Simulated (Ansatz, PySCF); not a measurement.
Molecule: sum formula Si$_{2}$H$_{5}$Cl, charge 0, multiplicity 1. SMILES: [SiH3][SiH2]Cl
Geometry from a B3LYP-D3(BJ)/def2-TZVP (Ansatz, a program for electronic structure) optimisation:
```
Si
H 1 1.4800
H 1 1.4800 2 108.86
Cl 1 2.0783 2 107.66 3 116.43
Si 1 2.3421 2 111.94 3 -124.28
H 5 1.4812 1 109.60 2 -178.82
H 5 1.4812 6 109.49 1 -120.26
H 5 1.4837 6 109.27 7 -119.64
```
Charge 0, spin multiplicity 1.

PBE beside other levels, property by property. Correlated levels leave the core frozen unless marked. Open shells are spin-unrestricted. No spin-orbit coupling. Non-relativistic. Basis-set limits of correlation are two-point, X^-3; Hartree-Fock from the larger set (for Q and 5 zeta extrapolated as (X+1)exp(-9√X)). [CCSD(T)-MP2]/basis is that difference in the basis named. Rows marked 298 K are enthalpies with B3LYP-D3(BJ) harmonic zero-point and thermal terms from PySCF. Atomisation energies are electronic, to ground-state atoms; the column to compare with has the core term from cc-pwCVTZ added, other frozen-core levels have none. Vertical energies are electronic, to the SCF solution reached for that spin. Anions need diffuse functions, of which def2-TZVPD holds fewer than the aug- sets. The coupled-cluster column (Ansatz) is a level with limits of its own: (a) RI-MP2/CBS(aug-cc-pV(T+d)Z,aug-cc-pV(Q+d)Z)+[CCSD(T)-MP2]/aug-cc-pV(T+d)Z; (b) RI-MP2/CBS(cc-pV(T+d)Z,cc-pV(Q+d)Z)+[CCSD(T)-MP2]/cc-pV(T+d)Z; (c) CCSD(T)/CBS(aug-cc-pV(T+d)Z,aug-cc-pV(Q+d)Z); (d) CCSD(T)/CBS(cc-pV(T+d)Z,cc-pV(Q+d)Z); (e) CCSD(T)/CBS(cc-pV(Q+d)Z,cc-pV(5+d)Z).

| property | r2SCAN/def2-TZVPD (Ansatz) | CAM-B3LYP/def2-TZVPD (Ansatz) | B2PLYP/def2-TZVPD (Ansatz) | coupled cluster |
|---|---|---|---|---|
| Si-Si bond dissociation enthalpy, 298 K, to [SiH3] (SiH3) + [SiH2]Cl (kcal/mol) | 69.7 | 71.6 | 72.0 | 76.8 (d) |
| H-Si bond dissociation enthalpy, 298 K, to [SiH2][SiH2]Cl + H atom (kcal/mol) | 84.3 | 88.4 | 87.0 | 89.1 (c) |
| vertical triplet-singlet gap (eV) | 5.34 | 5.76 | 5.74 | 5.88 (a) |
| deprotonation enthalpy (H-Si bond), 298 K, to [SiH2-][SiH2]Cl + H+ (kcal/mol) | 351.2 | 352.9 | 352.4 | 352.4 (c) |
| atomisation energy (kcal/mol) | 548.5 | 544.8 | 537.5 | 551.3 (e) |
| Cl-Si bond dissociation enthalpy, 298 K, to [SiH2][SiH3] + Cl atom (kcal/mol) | 103.2 | 101.8 | 102.8 | 107.1 (b) |
| vertical ionisation energy to the doublet (eV) | 10.10 | 10.38 | 10.28 | 10.58 (a) |

### Question
What does PBE/def2-TZVPD (Ansatz) give for each property, and on which side of coupled cluster does it fall?

### Answer

- Si-Si bond dissociation enthalpy, 298 K, to [SiH3] (SiH3) + [SiH2]Cl: PBE lies 5.8 kcal/mol below coupled cluster; PBE gives 71.0 kcal/mol.
- H-Si bond dissociation enthalpy, 298 K, to [SiH2][SiH2]Cl + H atom: PBE lies 5.7 kcal/mol below coupled cluster; PBE gives 83.4 kcal/mol.
- vertical triplet-singlet gap: PBE lies 0.74 eV below coupled cluster; PBE gives 5.14 eV.
- deprotonation enthalpy (H-Si bond), 298 K, to [SiH2-][SiH2]Cl + H+: PBE lies 5.8 kcal/mol below coupled cluster; PBE gives 346.6 kcal/mol.
- atomisation energy: PBE lies 13.7 kcal/mol below coupled cluster; PBE gives 537.6 kcal/mol.
- Cl-Si bond dissociation enthalpy, 298 K, to [SiH2][SiH3] + Cl atom: PBE lies 3.5 kcal/mol below coupled cluster; PBE gives 103.6 kcal/mol.
- vertical ionisation energy to the doublet: PBE lies 0.65 eV below coupled cluster; PBE gives 9.93 eV.
